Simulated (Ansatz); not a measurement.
A trace of molecular dynamics of ClGaH$_{2}$O (5 atoms, charge 0, multiplicity 1).

These are results of RKS PBE-D4/def2-SVP in Ansatz 0.2.0, not measurements.

```json
{
  "ensemble": "NVE (velocity Verlet)",
  "starting velocities drawn for": "1000 K",
  "seed": "303215"
}
```

| time (fs) | T (K) | potential energy less start (eV) | conserved less start (meV/atom) |
| --- | --- | --- | --- |
| 0 | 1000 | 0.000 | 0.00 |
| 5 | 852 | 0.113 | 11.16 |
| 10 | 6333 | 2.599 | 933.42 |
| 15 | 257 | 4.814 | 905.18 |
| 20 | 2400 | 4.042 | 916.98 |
| 25 | 108290 | 11.860 | 10693.07 |
| 30 | 592325 | 7.195 | 47299.78 |
| 35 | 590115 | 8.051 | 47299.52 |
| 40 | 586796 | 9.353 | 47302.69 |
| 45 | 583980 | 10.451 | 47303.81 |
| 50 | 582089 | 11.176 | 47302.05 |
| 55 | 580649 | 11.741 | 47303.48 |
| 60 | 579952 | 12.004 | 47301.93 |
| 65 | 579391 | 12.233 | 47304.31 |
| 70 | 579164 | 12.311 | 47302.26 |
| 75 | 578864 | 12.433 | 47303.35 |
| 80 | 578899 | 12.412 | 47301.97 |
| 85 | 578773 | 12.468 | 47303.37 |
| 90 | 578718 | 12.485 | 47302.39 |
| 95 | 578547 | 12.554 | 47303.15 |
| 100 | 578592 | 12.531 | 47301.95 |

**Question.** Can this run be trusted? Judge the integration.

**Answer.** The conserved energy changed by up to 47000 meV per atom, so the integration failed: the time step of 2.5 fs is too long for the fastest motions that this run met, and the later frames carry no physical meaning.

Run time: 4 min on 1 thread of Arm Neoverse V1, on a shared host, peak memory 0.13 GiB.
